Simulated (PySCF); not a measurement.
Computed shifts of a molecule C4H7Cl, PBE0/pcSseg-1 in PySCF, GIAO, gas phase, equivalent atoms averaged, in ppm (number of nuclei): ¹³C: 44.1 (1), 21.8 (1), 21.0 (1), 20.7 (1). ¹H: 2.71 (1), 1.40 (3), 1.15 (1), 1.11 (1), 0.86 (1). References: ¹³C against TMS (σ = 186.3 ppm); ³⁵Cl against HCl (σ = 945.9 ppm); ¹H against TMS (σ = 31.56 ppm), references at their B3LYP-D3(BJ)/def2-TZVP geometries, non-relativistic (without spin–orbit terms, shifts of atoms bonded to Cl or Br come out too high). Geometry optimised at TPSSh-D3(BJ)/def2-SVP. Other conformers were not sampled.

Question: Pick the molecule that these values belong to.
(A) C[C@@H]1C[C@H]1Cl
(B) C=CCCCl
(C) ClCC1CC1
(D) CC1(Cl)CC1

Answer: A, C[C@@H]1C[C@H]1Cl
